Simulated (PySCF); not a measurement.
Bond length, frequency and bond energy of ZnC by level of theory

State: ³Σ⁻ (triplet), unpaired electrons π ↑↑. Set-up: Zn def2-SVP, C def2-SVP; no relativity (PySCF 2.14). De refers to Zn + C in their high-spin ground configurations, without counterpoise correction. The functionals are run spin-unrestricted. A positive dipole means Zn(−)C(+). Levels whose curve was spin-contaminated or gave no clean fit are not listed.

```csv
Level,Re (Å),ωe (cm⁻¹),De (eV),μ (D),"CPU s a point (SCF and correlation, without the integrals)"
ROHF-MP2,1.996,441,0.76,n/a,0.12
ROHF-SCS-MP2,2.026,405,0.60,n/a,n/a
ROHF-CCSD,2.034,446,0.75,n/a,n/a
ROHF-CCSD(T),2.012,475,0.90,n/a,8.6
LDA,1.908,549,2.05,-3.09,0.32
PBE,1.960,498,1.63,-3.25,0.54
BLYP,1.990,457,1.29,-3.06,0.38
```

Q: Which functional lies closest to ROHF-CCSD(T) in De, which farthest, and by how much do they differ from it?

A: Closest is BLYP (-2.2 pm in Re, -3.8 % in ωe, +0.39 eV in De against ROHF-CCSD(T) in the same basis), farthest LDA (-10.4 pm in Re, +15.6 % in ωe, +1.15 eV in De). CCSD(T) converges more slowly with the basis than the functionals do and binds too weakly in this one, so the order can change at the basis-set limit.

Q: What does the gradient correction do here, going from LDA to PBE?

A: PBE less LDA: +5.2 pm in Re, -9.3 % in ωe, -0.42 eV in De. The gradient correction favours the more uneven density of free atoms, so it tends to lengthen bonds and takes away much of the overbinding of LDA; so it does here.

Correlated steps freeze 6 core orbitals. Correlated levels converge slowly with the basis: in double zeta they bind strong bonds too weakly, by up to about 1 eV, and carry superposition errors of some tenths. The CCSD T1 diagnostic is raised, a sign that a single reference may not be enough here. The state was picked by a PBE0 search and need not be the measured ground state.

The whole job (state search and all levels along the bond) took about 2.4 min on 1 thread of Arm Neoverse V2 (shared host), peak memory 0.51 GiB.
